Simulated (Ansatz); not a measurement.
One change: `B1CCN1` becomes `OB1CCN1`.

Ansatz, PBE0-D4/def2-TZVP geometries, multiplicity 1. Each molecule was computed in one conformer, which needn't be the lowest.

```csv
property,`B1CCN1`
HOMO energy (B3LYP/def2-TZVPP) / eV,-7.48
HOMO–LUMO gap (B3LYP/def2-TZVPP) / eV,7.77
size of the dipole moment (PBE/def2-TZVPP) / D,1.50
LUMO energy (PBE0/def2-TZVPP) / eV,0.53
HOMO–LUMO gap (ωB97M-V/def2-TZVPP) / eV,12.39
LUMO energy (PBE/def2-TZVPP) / eV,-0.44
```

(1) Give the same properties after the change, and the shifts. (An estimate is asked.)

## Answers

(1) The calculation gave: 
```json
{"property": "HOMO energy (B3LYP/def2-TZVPP) / eV", "`OB1CCN1`": "-6.86", "shift": "0.62"}
{"property": "HOMO–LUMO gap (B3LYP/def2-TZVPP) / eV", "`OB1CCN1`": "7.48", "shift": "-0.29"}
{"property": "size of the dipole moment (PBE/def2-TZVPP) / D", "`OB1CCN1`": "0.76", "shift": "-0.74"}
{"property": "LUMO energy (PBE0/def2-TZVPP) / eV", "`OB1CCN1`": "0.99", "shift": "0.46"}
{"property": "HOMO–LUMO gap (ωB97M-V/def2-TZVPP) / eV", "`OB1CCN1`": "11.66", "shift": "-0.73"}
{"property": "LUMO energy (PBE/def2-TZVPP) / eV", "`OB1CCN1`": "0.19", "shift": "0.63"}
```

With PBE0 the HOMO rises by 0.63 eV and the LUMO rises by 0.46 eV, so the gap narrows by about 0.17 eV. PBE moves the HOMO by 0.71 eV and ωB97M-V by 0.63 eV. Dipoles are sizes alone; their direction can turn.

B3LYP here is the variant with VWN-RPA as its local correlation; programs differ in this.
